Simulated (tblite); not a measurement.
H$_{3}$OSi, charge +1, singlet, at a GFN2-xTB geometry; GFN1-xTB in tblite.

tblite was given this input:
```
$ tblite run mol.xyz --method gfn1 --charge 1 --spin 0 --json tblite.json --no-restart

# file mol.xyz
5

O      0.96806077    -0.29274694    -0.01801030
Si    -0.52671752     0.13783196     0.00849571
H      1.90715119    -0.08140312    -0.00537859
H     -0.91460201     1.53346203     0.09340103
H     -1.36299003    -1.03973089    -0.06287995
```

What the program printed (banner, timings and long lists left out):

```
xTB calculator
 | screened Coulomb repulsion
 | Coulomb electrostatics
 |  * isotropic Klopman-Ohno-Mataga-Nishimoto electrostatics
 |  * onsite third-order electrostatics
 | DFT-D3(BJ) dispersion correction

halogen bonding energy    0.0000000000000E+00 Eh
repulsion energy          6.6280259621899E-02 Eh
dispersion energy        -8.3427521464690E-04 Eh
number of electrons       1.2000000000000E+01 e
integral cutoff           2.8146159136829E+01 bohr

------------------------------------------------------------
  cycle        total energy    energy error   density error
------------------------------------------------------------
      1     -7.497862567506  -7.5633086E+00   6.1568655E-01
      2     -7.752146884801  -2.5428432E-01   2.5149439E-01
      3     -7.757151674698  -5.0047899E-03   1.3316816E-01
      4     -7.759389968612  -2.2382939E-03   3.8034326E-02
      5     -7.760425849052  -1.0358804E-03   2.3143834E-02
      6     -7.761331981562  -9.0613251E-04   1.1317242E-02
      7     -7.761600412808  -2.6843125E-04   1.2384254E-03
      8     -7.761603731355  -3.3185468E-06   3.4222908E-04
      9     -7.761603985253  -2.5389802E-07   1.9235104E-05
------------------------------------------------------------

electronic energy        -7.8270499696599E+00 Eh
total energy             -7.7616039852526E+00 Eh

Post processing:
 | Mayer-Wiberg bond orders

[Info] JSON dump of results written to 'tblite.json'
```
